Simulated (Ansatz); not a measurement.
Geometry optimisation, RHF/def2-SVP in Ansatz 0.2.0.

input.yaml

```yaml
crystal:
  periodic: [false, false, false]
  atoms:
    - { symbol: Ge, position_ang: [0.0, 0.0, 0.0] }
    - { symbol: H, position_ang: [0.0, 0.0, 1.55] }
    - { symbol: C, position_ang: [1.8483, 0.0, -0.6527] }
    - { symbol: H, position_ang: [2.196, -1.0463, -0.7809] }
    - { symbol: H, position_ang: [1.8968, 0.5276, -1.6281] }
    - { symbol: H, position_ang: [2.5002, 0.5187, 0.0808] }
    - { symbol: C, position_ang: [-0.9232, 1.5994, -0.6527] }
    - { symbol: H, position_ang: [-1.9758, 1.3458, -0.8971] }
    - { symbol: H, position_ang: [-0.9048, 2.384, 0.1322] }
    - { symbol: H, position_ang: [-0.4128, 1.976, -1.5636] }
    - { symbol: Cl, position_ang: [-1.0456, -1.8115, -0.7393] }
basis:
  gaussian: { orbitals: def2-SVP }
hamiltonian:
  xc: hf
relax:
  f_tol: 0.02
  max_steps: 40
```

Run as:

```bash
$ ansatz run input.yaml --threads 2 --pin off --max-ram 3072MiB --backend cpu --events-out ev --progress --plain --runs-dir out
```

Problem. Where does it end, and by what steps?

Solution. The run converged. After 10 steps the energy has fallen by 0.156 eV; H8 moved furthest, 0.57 Å.

| step | energy less start (eV) | largest force component (eV/Å) | accepted |
| --- | --- | --- | --- |
| 0 | 0.0000 | 0.721 | yes |
| 1 | -0.0602 | 0.465 | yes |
| 2 | -0.1153 | 0.149 | yes |
| 3 | -0.1414 | 0.126 | yes |
| 4 | -0.1212 | 0.755 | no |
| 5 | -0.1507 | 0.075 | yes |
| 6 | -0.1551 | 0.061 | yes |
| 7 | -0.1552 | 0.122 | yes |
| 8 | -0.1559 | 0.045 | yes |
| 9 | -0.1523 | 0.171 | no |
| 10 | -0.1563 | 0.015 | yes |

```xyz
11
Properties=species:S:1:pos:R:3
Ge 0.000 0.000 -0.071
H -0.178 -0.296 1.421
C 1.880 0.003 -0.588
H 2.351 -0.944 -0.327
H 1.975 0.152 -1.664
H 2.411 0.809 -0.076
C -0.940 1.623 -0.603
H -2.000 1.549 -0.360
H -0.523 2.488 -0.083
H -0.842 1.781 -1.678
Cl -0.953 -1.670 -1.122
```

Whether the end is a true minimum wasn't checked by a vibrational analysis.

Run time: 24 s on 2 threads of Arm Neoverse V1, with other jobs on the host, peak memory 0.26 GiB.
